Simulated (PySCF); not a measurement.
Molfile (atoms numbered from 1):
```
C7H9OPS
     RDKit          3D

 19 20  0  0  0  0  0  0  0  0999 V2000
   -3.0429    0.3926    0.0173 C   0  0  0  0  0  0  0  0  0  0  0  0
   -1.5974    0.2959   -0.3909 C   0  0  2  0  0  0  0  0  0  0  0  0
   -1.1105   -0.9407   -1.1713 C   0  0  0  0  0  0  0  0  0  0  0  0
   -0.4824   -0.8108    0.5155 P   0  0  2  0  0  5  0  0  0  0  0  0
   -0.9292   -1.9392    2.0274 S   0  0  0  0  0  0  0  0  0  0  0  0
    1.1753   -0.1435    0.4666 C   0  0  0  0  0  0  0  0  0  0  0  0
    2.2078   -0.2878    1.3501 C   0  0  0  0  0  0  0  0  0  0  0  0
    3.2920    0.4672    0.8086 C   0  0  0  0  0  0  0  0  0  0  0  0
    2.8309    1.0066   -0.3561 C   0  0  0  0  0  0  0  0  0  0  0  0
    1.5510    0.6417   -0.5732 O   0  0  0  0  0  0  0  0  0  0  0  0
   -3.6840    0.5970   -0.8553 H   0  0  0  0  0  0  0  0  0  0  0  0
   -3.3829   -0.5439    0.4855 H   0  0  0  0  0  0  0  0  0  0  0  0
   -3.1881    1.1999    0.7497 H   0  0  0  0  0  0  0  0  0  0  0  0
   -1.1291    1.2358   -0.7090 H   0  0  0  0  0  0  0  0  0  0  0  0
   -0.4205   -0.7849   -2.0070 H   0  0  0  0  0  0  0  0  0  0  0  0
   -1.8485   -1.7352   -1.3293 H   0  0  0  0  0  0  0  0  0  0  0  0
    2.1731   -0.8687    2.2690 H   0  0  0  0  0  0  0  0  0  0  0  0
    4.2867    0.5928    1.2308 H   0  0  0  0  0  0  0  0  0  0  0  0
    3.2801    1.6468   -1.1112 H   0  0  0  0  0  0  0  0  0  0  0  0
  1  2  1  0
  2  3  1  0
  3  4  1  0
  4  5  2  0
  4  6  1  6
  6  7  2  0
  7  8  1  0
  8  9  2  0
  9 10  1  0
  4  2  1  0
 10  6  1  0
  1 11  1  0
  1 12  1  0
  1 13  1  0
  2 14  1  6
  3 15  1  0
  3 16  1  0
  7 17  1  0
  8 18  1  0
  9 19  1  0
M  END
```

Geometry: PBE0-D3(BJ)/def2-SVP; GIAO absolute shieldings from PySCF, gas phase, non-relativistic, averaged over equivalent atoms.

At PBE0/pcSseg-1 (229 basis functions, 38 s wall time on 1 thread of an Arm Neoverse V2, shared host):
```json
{"atoms": "C9", "σ (ppm)": "32.8"}
{"atoms": "C6", "σ (ppm)": "35.2"}
{"atoms": "C7", "σ (ppm)": "51.7"}
{"atoms": "C8", "σ (ppm)": "66.4"}
{"atoms": "C3", "σ (ppm)": "161.8"}
{"atoms": "C2", "σ (ppm)": "162.7"}
{"atoms": "C1", "σ (ppm)": "170.6"}
{"atoms": "P4", "σ (ppm)": "413.8"}
{"atoms": "S5", "σ (ppm)": "911.8"}
{"atoms": "O10", "σ (ppm)": "34.8"}
{"atoms": "H17", "σ (ppm)": "23.72"}
{"atoms": "H19", "σ (ppm)": "23.76"}
{"atoms": "H18", "σ (ppm)": "24.65"}
{"atoms": "H15", "σ (ppm)": "29.44"}
{"atoms": "H14", "σ (ppm)": "29.55"}
{"atoms": "H11/H12/H13", "σ (ppm)": "29.87"}
{"atoms": "H16", "σ (ppm)": "30.29"}
```

What do these become at B3LYP/pcSseg-1?

## Answers


| atoms | σ at B3LYP/pcSseg-1 | change |
| --- | --- | --- |
| C9 | 27.1 | -5.7 |
| C6 | 27.9 | -7.3 |
| C7 | 46.3 | -5.4 |
| C8 | 60.8 | -5.6 |
| C3 | 156.2 | -5.6 |
| C2 | 156.7 | -6.0 |
| C1 | 164.8 | -5.8 |
| P4 | 393.3 | -20.5 |
| S5 | 887.4 | -24.4 |
| O10 | 30.4 | -4.4 |
| H17 | 23.96 | +0.24 |
| H19 | 23.96 | +0.20 |
| H18 | 24.87 | +0.22 |
| H15 | 29.59 | +0.15 |
| H14 | 29.69 | +0.14 |
| H11/H12/H13 | 29.98 | +0.11 |
| H16 | 30.49 | +0.20 |

The largest change is at S5 (sulfur bonded to P). Cost: 229 basis functions, 36 s wall time on 1 thread of an Arm Neoverse V2, shared host. The order of the carbon signals is the same at both levels.
